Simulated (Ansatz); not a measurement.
Stepwise reaction of `N[SiH](Cl)[Si](N)(Cl)Cl` with hydrogen, as a gas-phase model of exchange steps in deposition or etching. ΔE in kJ/mol.

Computed with Ansatz on PBE0-D4/def2-TZVP structures; ΔE is electronic, products minus reactants. CCSD(T)/CBS adds triple-zeta CCSD(T) − MP2 to the extrapolated MP2 energy (def2 sets, frozen cores). This one scheme is used for every species. DFT in def2-TZVPP. B3LYP here is the variant with VWN-RPA as its local correlation; programs differ in this. Each species was taken in one conformer, which may not be the lowest.

```
step                                                       reaction  PBE-D4  B3LYP-D4  ωB97M-V  CCSD(T)/CBS
   1  `N[SiH](Cl)[Si](N)(Cl)Cl` + H₂ → `N[SiH2][Si](N)(Cl)Cl` + HCl   100.0      99.4     99.1         98.0
   3              `N[SiH2][SiH](N)Cl` + H₂ → `N[SiH2][SiH2]N` + HCl   100.2     100.1    100.0         99.1
```

(1) Give the row of step 2, `N[SiH2][Si](N)(Cl)Cl` + H₂ → `N[SiH2][SiH](N)Cl` + HCl. (An estimate is asked.)

(2) By hand: ΔE of the 3 steps together at CCSD(T)/CBS.

Results:

(1) Ansatz gave: 
```
step                                                 reaction  PBE-D4  B3LYP-D4  ωB97M-V  CCSD(T)/CBS
   2  `N[SiH2][Si](N)(Cl)Cl` + H₂ → `N[SiH2][SiH](N)Cl` + HCl    85.9      85.5     86.1         84.6
```

(2) (98.0) + (84.6) + (99.1) = 281.7 kJ/mol, or 93.9 kJ/mol a step.

In ΔE step 2 is the lowest and step 3 the highest. All are uphill at CCSD(T)/CBS. PBE-D4 differs from CCSD(T)/CBS by 1.1 to 2.0 kJ/mol a step. Isolated molecules leave out the surface, adducts and barriers. Largest T1 diagnostic: 0.011.
